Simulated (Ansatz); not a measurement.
Basis-set extrapolation for `O/C=C(/O)[CH2][AlH2]` (PBE0-D4/def2-TZVP geometry, frozen core, Ansatz 0.2.0). Multiplicity 1, RHF reference.

|  | def2-TZVPP | def2-QZVPP |
| --- | --- | --- |
| HF | -509.386451 | -509.405673 |
| MP2 correlation | -1.062073 | -1.138588 |
| CCSD(T) correlation | -1.143861 | not run |

Energies in hartree. Use E(X) = E(∞) + A·exp(−7.88·√X) for Hartree–Fock and E(X) = E(∞) + B·X^(−2.97) for correlation, with X = 3 and 4, and add CCSD(T) minus MP2 of the smaller set to the MP2 limit.

Task: What is the CCSD(T) energy at the basis-set limit?

Result: HF limit: -509.405673 + (-0.019222) × 0.13774 = -509.40832. MP2 limit: -1.138588 + (-0.076515) × 0.74074 = -1.19527. Higher-order term: -1.143861 − (-1.062073) = -0.08179. Total: -510.68538 hartree, 407.1 kJ/mol below CCSD(T)/def2-TZVPP.
